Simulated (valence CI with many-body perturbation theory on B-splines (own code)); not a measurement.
# Which ion has this spectrum?

A relativistic CI+MBPT calculation for an atom or ion with 32 electrons gives these levels (cm⁻¹):

| J | Parity | E | g |
| --- | --- | --- | --- |
| 0 | even | 0 |  |
| 1 | even | 684373 | 1.50 |
| 2 | even | 718228 | 1.18 |
| 2 | even | 1428214 | 1.31 |
| 2 | odd | 1438926 | 1.57 |
| 0 | even | 1501649 |  |
| 1 | odd | 1554869 | 1.06 |
| 2 | odd | 1890838 | 0.77 |
| 1 | odd | 2033575 | 0.88 |
| 2 | odd | 2045408 | 1.48 |
| 3 | odd | 2088393 | 1.20 |
| 2 | odd | 2175160 | 1.32 |
| 3 | odd | 2201875 | 1.24 |
| 0 | odd | 2218165 |  |

The energies are calculated, and their last digits are not significant.

**Question.** Which is it?
A. Ta41+
B. W42+
C. Lu39+
D. Os44+

**Answer.** A. Ta41+, ground level (4s^2 4p1/2^2) J=0.
